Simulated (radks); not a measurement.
Values are calculated unless marked as measured or tabulated.
The nuclear charge of the zirconium ion Zr+ is varied continuously with 39 electrons held in [Kr] 4d2 5s1. Level of theory: scalar-relativistic Kohn-Sham, BLYP, spin-unpolarised, spherical densities, finite nucleus; Fermi nuclear charge, rms radius 4.2694 fm (a radial shooting solver on a logarithmic mesh with Libxc functionals). By the Hellmann-Feynman theorem dE/dZ = E(electron-nucleus)/Z, the electronic potential at the nucleus (averaged over a nucleus of fixed radius). The scalar-relativistic energy here is not variational (the density holds large components alone), so the two differ by a part that grows with Z.

| Z | E (hartree) | E(electron-nucleus)/Z (hartree) | HOMO | e(HOMO) (eV) | <r> HOMO (bohr) |
|---|---|---|---|---|---|
| 39.5 | -3491.24411 | -212.729 | 4d | -5.156 | 2.464 |
| 39.75 | -3544.76312 | -214.555 | 4d | -7.394 | 2.289 |
| 40 | -3598.74087 | -216.379 | 4d | -9.861 | 2.150 |
| 40.25 | -3653.17693 | -218.202 | 5s | -11.901 | 3.290 |
| 40.5 | -3708.07103 | -220.023 | 5s | -13.971 | 3.171 |
| 40.75 | -3763.42302 | -221.844 | 5s | -16.151 | 3.063 |
| 41 | -3819.23287 | -223.665 | 5s | -18.438 | 2.964 |

The central difference of E at Z = 40 is -216.828 hartree, to compare with the third column; the second derivative is -7.33 hartree.
